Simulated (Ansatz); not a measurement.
C₂₄H₂₀Si⁺, that is tetraphenylsilane with one electron fewer. Charge 1, multiplicity 2. Geometry PBE-D4/def2-SVP; atoms count from 1.

Cartesian coordinates in Å:
```
C -2.248 -3.648 -1.823
C -0.901 -3.812 -1.426
C -0.195 -2.742 -0.859
C -0.815 -1.482 -0.718
Si 0.082 0.046 -0.034
C 0.101 1.441 -1.294
C -0.430 1.296 -2.602
C -0.394 2.360 -3.510
C 0.181 3.588 -3.128
C 0.725 3.748 -1.836
C 0.688 2.685 -0.931
C -1.002 0.480 1.464
C -1.180 -0.517 2.467
C -1.911 -0.241 3.630
C -2.519 1.016 3.783
C -2.381 2.000 2.777
C -1.644 1.728 1.616
C 1.836 -0.370 0.497
C 2.267 -0.281 1.847
C 3.582 -0.601 2.199
C 4.495 -1.007 1.206
C 4.090 -1.090 -0.143
C 2.775 -0.772 -0.493
C -2.185 -1.340 -1.086
C -2.887 -2.409 -1.658
H -2.799 -4.500 -2.249
H -0.400 -4.780 -1.579
H 0.856 -2.881 -0.562
H -0.865 0.333 -2.914
H -0.804 2.236 -4.524
H 0.214 4.424 -3.843
H 1.177 4.709 -1.545
H 1.119 2.818 0.075
H -0.741 -1.519 2.331
H -2.030 -1.013 4.404
H -3.116 1.233 4.682
H -2.842 2.990 2.915
H -1.539 2.505 0.844
H 1.564 0.053 2.626
H 3.908 -0.524 3.247
H 5.532 -1.254 1.482
H 4.809 -1.404 -0.914
H 2.469 -0.835 -1.550
H -2.703 -0.382 -0.919
H -3.940 -2.284 -1.952
```

Single mean-field runs in def2-TZVP are fitted with def2-universal-jkfit.

(1) Estimate the Mulliken populations of the heavy atoms from the PBE0/def2-TZVP orbitals of Ansatz.

(2) Where does the spin sit?

(3) And the Mayer bond orders between heavy atoms (over 0.3)?

Results:

(1) 
```json
{"atom": "C1", "charge (e)": "-0.07", "spin (α − β)": "0.12"}
{"atom": "C2", "charge (e)": "-0.11", "spin (α − β)": "0.06"}
{"atom": "C3", "charge (e)": "-0.19", "spin (α − β)": "-0.03"}
{"atom": "C4", "charge (e)": "0.07", "spin (α − β)": "0.16"}
{"atom": "Si5", "charge (e)": "0.27", "spin (α − β)": "-0.03"}
{"atom": "C6", "charge (e)": "0.10", "spin (α − β)": "0.07"}
{"atom": "C7", "charge (e)": "-0.17", "spin (α − β)": "0.02"}
{"atom": "C8", "charge (e)": "-0.14", "spin (α − β)": "-0.01"}
{"atom": "C9", "charge (e)": "-0.08", "spin (α − β)": "0.08"}
{"atom": "C10", "charge (e)": "-0.11", "spin (α − β)": "0.00"}
{"atom": "C11", "charge (e)": "-0.22", "spin (α − β)": "0.01"}
{"atom": "C12", "charge (e)": "0.08", "spin (α − β)": "0.16"}
{"atom": "C13", "charge (e)": "-0.19", "spin (α − β)": "0.10"}
{"atom": "C14", "charge (e)": "-0.12", "spin (α − β)": "-0.04"}
{"atom": "C15", "charge (e)": "-0.07", "spin (α − β)": "0.12"}
{"atom": "C16", "charge (e)": "-0.11", "spin (α − β)": "0.06"}
{"atom": "C17", "charge (e)": "-0.19", "spin (α − β)": "-0.03"}
{"atom": "C18", "charge (e)": "0.10", "spin (α − β)": "0.07"}
{"atom": "C19", "charge (e)": "-0.17", "spin (α − β)": "0.02"}
{"atom": "C20", "charge (e)": "-0.14", "spin (α − β)": "-0.01"}
{"atom": "C21", "charge (e)": "-0.08", "spin (α − β)": "0.08"}
{"atom": "C22", "charge (e)": "-0.11", "spin (α − β)": "0.00"}
{"atom": "C23", "charge (e)": "-0.22", "spin (α − β)": "0.01"}
{"atom": "C24", "charge (e)": "-0.19", "spin (α − β)": "0.10"}
{"atom": "C25", "charge (e)": "-0.12", "spin (α − β)": "-0.04"}
```
Mulliken values depend strongly on the basis.

(2) Summed by element: C 1.05, Si -0.03, H -0.02, of 1 unpaired in all. Largest on single atoms: C12 0.16, C4 0.16, C1 0.12.

(3) C1–C2 1.33 (1.41 Å); C1–C25 1.41 (1.40 Å); C2–C3 1.45 (1.40 Å); C3–C4 1.34 (1.41 Å); C4–Si5 0.94 (1.90 Å); C4–C24 1.22 (1.43 Å); Si5–C6 1.05 (1.88 Å); Si5–C12 0.94 (1.90 Å); Si5–C18 1.05 (1.88 Å); C6–C7 1.29 (1.42 Å); C6–C11 1.25 (1.42 Å); C7–C8 1.45 (1.40 Å); C8–C9 1.39 (1.41 Å); C9–C10 1.37 (1.41 Å); C10–C11 1.44 (1.40 Å); C12–C13 1.22 (1.43 Å); C12–C17 1.34 (1.41 Å); C13–C14 1.41 (1.40 Å); C14–C15 1.41 (1.40 Å); C15–C16 1.33 (1.41 Å); C16–C17 1.45 (1.40 Å); C18–C19 1.29 (1.42 Å); C18–C23 1.25 (1.42 Å); C19–C20 1.45 (1.40 Å); C20–C21 1.39 (1.41 Å); C21–C22 1.37 (1.41 Å); C22–C23 1.44 (1.40 Å); C24–C25 1.41 (1.40 Å).
